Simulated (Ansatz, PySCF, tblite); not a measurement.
Potential energy curve for BN, triplet.

GFN2-xTB, 300 K electronic temperature (tblite); FCI = full CI/cc-pVDZ, frozen core (Ansatz, a program for electronic structure); UKS-M06-2X/6-31G* = unrestricted M06-2X/6-31G*, spherical d run with PySCF 2.14.0.

Energies are in eV, each relative to the lowest point of its own curve near equilibrium.

```csv
R / Å,GFN2-xTB,FCI,UKS-M06-2X/6-31G*
1.11,1.509,2.381,1.980
1.21,0.156,0.641,0.412
1.22,0.104,0.540,0.329
1.27,0.000,0.182,0.063
1.32,0.092,0.021,0.000
1.34,0.169,0.000,0.020
1.40,0.494,0.051,0.195
1.45,0.840,0.193,0.442
1.52,1.383,0.484,0.882
1.60,2.044,0.894,1.431
```

At the longest distance, 1.60 Å, GFN2-xTB lies highest above its minimum (2.044 eV) and FCI lowest (0.894 eV).

The scan ran from 1.06 to 5.26 Å; beyond the distances shown full CI changes its symmetry label.
